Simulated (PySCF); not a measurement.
Ni⁺: ionisation energy

Ni⁺ [Ar] 3d9 (2D) → Ni²⁺ [Ar] 3d8 (3F), as a difference of total energies. All numbers are calculated (PySCF 2.14, scalar relativity by spin-free X2C-1e, in Sapporo-DKH3-DZP-2012 (6s4p3d1f, 40 functions)). Correlated levels: valence: [Ar] frozen. The calculations carry no spin-orbit coupling.

```json
{"method": "UHF", "ionisation energy (eV)": "15.117"}
{"method": "MN15", "ionisation energy (eV)": "19.360"}
{"method": "M06-L", "ionisation energy (eV)": "17.856"}
{"method": "MP2 (valence)", "ionisation energy (eV)": "18.165"}
{"method": "SCS-MP2 (valence)", "ionisation energy (eV)": "17.849"}
```

Problem. How much does correlation contribute at MP2 (valence)?

Solution. 18.165 − (15.117) = 3.048 eV, measured against UHF.

The reference lies between the lowest fine-structure levels, while these numbers refer to the centres of the terms.

Errors of the correlated levels include the incompleteness of this basis and the frozen core.

For comparison: 18.169 eV (measured; NIST Atomic Spectra Database, ionization energies).
